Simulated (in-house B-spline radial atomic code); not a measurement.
How numerical settings move a run on Ga VI (Ga5+), [Ar] 3d8. Computed with a B-spline radial code for spherical atoms: non-relativistic LDA exchange-only, spherical fractional occupations, point nucleus.

Command:
```bash
python run_scf.py task.json out
```
Settings of the sound reference run:
```
Z                31
electrons        26
configuration    [Ar] 3d8
hamiltonian      nr
method           lda,
spin_polarised   False
knot_spacing     0.22
spline_order     8
gauss_points     12
box_radius       10.53
max_iterations   70
damping          0.5
damped_steps     3
diis_vectors     10
tolerance        1e-08
start            Thomas-Fermi
```

Time taken, with all properties: 0.23 s on 1 thread of Arm Neoverse N1 (shared host).

It converges in 9 iterations to -1911.562353 hartree, with 3d at -100.256 eV. The other runs change the listed settings, some to values that make no sense; their results aren't properties of the atom or ion. Radii are in bohr (the nuclear one in fm), a minus after a letter asks for a j subshell, and «unchanged» means within 1e-8 hartree. The run stops when the residual is below 10 × tolerance × max(1, Z/10), or a noise floor if that is larger, and the energy moves by less than 1e-8 × √|E| hartree; so very loose and very tight tolerances often act alike.

| changed settings | outcome |
| --- | --- |
| spline_order = 5, max_iterations = 75, damping = 0.2, tolerance = 0.01, start = bare nucleus | converged in 9 iterations, energy +1.98e-05 hartree from the reference, 3d level -1.8e-04 eV |
| diis_vectors = 0 | converged in 19 iterations, energy unchanged, 3d level +1.3e-05 eV |
| gauss_points = 4 | converged in 9 iterations, energy -5.04e-07 hartree from the reference |
| gauss_points = 16 | converged in 9 iterations, energy unchanged |
| gauss_points = 8, first_knot = 0.00323, max_iterations = 100, damped_steps = 8, start = bare nucleus | converged in 14 iterations, energy unchanged, 3d level +7.9e-06 eV |
| knot_spacing = 2 | converged in 9 iterations, energy +9.88e+01 hartree from the reference, 3d level -8.8e+00 eV (the program warns: 1s reaches the box edge; 2s reaches the box edge) |
| knot_spacing = 1 | converged in 9 iterations, energy +3.94e+00 hartree from the reference, 3d level -9.2e-01 eV (the program warns: 3s reaches the box edge) |
| electrons = 29, configuration = [Ar] 3d11, max_iterations = 100 | stopped with error: shell 3d holds at most 10 electrons |
| knot_spacing = 0.3 | converged in 9 iterations, energy +1.64e-06 hartree from the reference, 3d level -2.7e-06 eV |
| diis_vectors = 2 | converged in 12 iterations, energy unchanged, 3d level +3.2e-05 eV |
| hamiltonian = dirac, method = hf, nucleus = fermi, rms_radius = 3.9973, mass_number = 69, atomic_mass = 68.92557, speed_of_light = 34.10826 | converged in 10 iterations to -2494.0750 hartree, a different physical problem |
| electrons = 29, configuration = [Ar] 3d8 4s3, max_iterations = 100 | stopped with error: shell 4s holds at most 2 electrons |
| knot_spacing = 0.15 | converged in 9 iterations, energy -1.22e-08 hartree from the reference |
| gauss_points = 3, box_radius = 0.42, max_iterations = 75, diis_vectors = 1 | converged in 10 iterations, energy -3.95e+05 hartree from the reference, 3d level +1.7e+03 eV (the program warns: 3d has a positive eigenvalue: unbound, held by the box; 2p has a positive eigenvalue: unbound, held by the box) |
| knot_spacing = 0.55 | converged in 9 iterations, energy +2.37e-02 hartree from the reference, 3d level -6.0e-03 eV |

Q: What happens with knot_spacing = 0.75?

A: Converged in 9 iterations, energy +7.27e-01 hartree from the reference, 3d level -1.8e-01 eV.

Q: What happens with gauss_points = 3?

A: Converged in 9 iterations, energy -3.96e+05 hartree from the reference, 3d level +4.8e+00 eV.

Q: What happens with gauss_points = 4, box_radius = 3.16, max_iterations = 50, damped_steps = 30, start = bare nucleus?

A: Converged in 21 iterations, energy +2.29e-03 hartree from the reference, 3d level +7.4e-02 eV (the program warns: 3d reaches the box edge; 3s reaches the box edge).

Q: What happens with diis_vectors = 1?

A: Not converged after 70 iterations, last residual 1.5e-01, last energy +3.99e-01 hartree from the reference.
